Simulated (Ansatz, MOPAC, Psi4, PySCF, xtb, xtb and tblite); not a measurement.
Conformational energy of ethyl methyl carbonate, C4H8O3, SMILES CCOC(=O)OC, singlet. Scanned: dihedral C4–O3–C2–C1; all other coordinates were relaxed at B3LYP-D3(BJ)/def2-SVP. Points at φ and −φ are mirror images.

Geometry of the scan point at 120° (Å):
```
15

C     -2.4270     0.7149    -0.8633
C     -1.5312     0.3844     0.3146
O     -0.3783    -0.3404    -0.1447
C      0.8238     0.1958     0.0764
O      1.0565     1.2422     0.6302
O      1.7445    -0.6318    -0.4270
C      3.0965    -0.2074    -0.2763
H     -2.7153    -0.1975    -1.4074
H     -3.3437     1.2135    -0.5107
H     -1.9159     1.3908    -1.5664
H     -1.1968     1.2883     0.8421
H     -2.0463    -0.2737     1.0325
H      3.7128    -0.9920    -0.7321
H      3.2664     0.7534    -0.7858
H      3.3559    -0.0892     0.7867
```

- GFN2-xTB, on its own relaxed geometries (the stored frames are those of B3LYP-D3(BJ)/def2-SVP) (xtb and tblite)
- B3LYP/def2-TZVP // B3LYP-D3(BJ)/def2-SVP (Psi4)
- B3LYP-D3(BJ)/def2-TZVP // B3LYP-D3(BJ)/def2-SVP (Psi4)
- PBE/def2-TZVP // B3LYP-D3(BJ)/def2-SVP (Psi4)
- PBE-D3(BJ)/def2-TZVP // B3LYP-D3(BJ)/def2-SVP (Psi4)
- M06-2X/def2-TZVP // B3LYP-D3(BJ)/def2-SVP (Psi4)
- RHF/cc-pVDZ // B3LYP-D3(BJ)/def2-SVP (Ansatz, a quantum-chemistry and plane-wave program)
- MP2/cc-pVDZ = MP2 on RHF/cc-pVDZ, frozen core // B3LYP-D3(BJ)/def2-SVP (Ansatz)
- CCSD/cc-pVDZ = CCSD on RHF/cc-pVDZ, frozen core // B3LYP-D3(BJ)/def2-SVP (Ansatz)
- CCSD(T)/cc-pVDZ = CCSD(T) on RHF/cc-pVDZ, frozen core // B3LYP-D3(BJ)/def2-SVP (Ansatz)
- PM7, restricted, heats of formation // B3LYP-D3(BJ)/def2-SVP (MOPAC)
- PM3, restricted, heats of formation // B3LYP-D3(BJ)/def2-SVP (MOPAC)
- GFN1-xTB // B3LYP-D3(BJ)/def2-SVP (xtb)
- RKS-B3LYP/6-31G* = restricted B3LYP/6-31G*, spherical d, density fitting // B3LYP-D3(BJ)/def2-SVP run with PySCF 2.14.0
- RKS-M06-2X/6-31G* = restricted M06-2X/6-31G*, spherical d, density fitting // B3LYP-D3(BJ)/def2-SVP (PySCF 2.14.0)
- RKS-LDA (SVWN5)/6-31G* = restricted LDA (SVWN5)/6-31G*, spherical d, density fitting // B3LYP-D3(BJ)/def2-SVP (PySCF 2.14.0)
- RHF/6-31G* = restricted Hartree-Fock/6-31G*, spherical d, density fitting // B3LYP-D3(BJ)/def2-SVP run with PySCF 2.14.0

Least-squares fit of E(φ) = a0 + Σ (a_n cos nφ + b_n sin nφ), n = 1 to 4, to the 18 scan points, in kcal/mol above the lowest point of each profile (levels whose profile four harmonics don't fit are not listed):

```tsv
method	a0	a1	b1	a2	b2	a3	b3	a4	b4	rms of fit
GFN2-xTB	1.28	1.41	0.00	1.32	0.00	0.59	0.00	0.06	0.00	0.04
B3LYP/def2-TZVP	1.94	2.66	0.00	1.59	0.00	0.85	0.00	-0.05	0.00	0.05
B3LYP-D3(BJ)/def2-TZVP	1.72	2.36	0.00	1.65	0.00	0.93	0.00	-0.06	0.00	0.06
PBE/def2-TZVP	1.76	2.56	0.00	1.63	0.00	0.83	0.00	-0.04	0.00	0.06
PBE-D3(BJ)/def2-TZVP	1.69	2.38	0.00	1.66	0.00	0.88	0.00	-0.04	0.00	0.06
M06-2X/def2-TZVP	1.87	2.27	0.00	1.62	0.00	1.11	0.00	-0.12	0.00	0.09
RHF/cc-pVDZ	2.27	2.80	0.00	1.65	0.00	1.04	0.00	-0.15	0.00	0.08
MP2/cc-pVDZ	2.11	2.51	0.00	1.85	0.00	1.16	0.00	-0.12	0.00	0.10
CCSD/cc-pVDZ	2.04	2.53	0.00	1.78	0.00	1.16	0.00	-0.13	0.00	0.10
CCSD(T)/cc-pVDZ	2.06	2.46	0.00	1.80	0.00	1.15	0.00	-0.12	0.00	0.10
PM7	1.39	1.09	0.00	1.22	0.00	0.83	0.00	0.01	0.00	0.02
PM3	1.28	1.36	0.00	1.12	0.00	0.78	0.00	-0.06	0.00	0.02
GFN1-xTB	1.23	0.77	0.00	1.04	0.00	0.45	0.00	-0.08	0.00	0.11
RKS-B3LYP/6-31G*	1.69	2.44	0.00	1.64	0.00	0.88	0.00	-0.05	0.00	0.07
RKS-M06-2X/6-31G*	1.97	2.14	0.00	1.67	0.00	1.12	0.00	-0.11	0.00	0.10
RKS-LDA (SVWN5)/6-31G*	1.78	2.07	0.00	1.71	0.00	0.89	0.00	0.02	0.00	0.09
RHF/6-31G*	2.26	2.77	0.00	1.69	0.00	1.09	0.00	-0.14	0.00	0.08
```
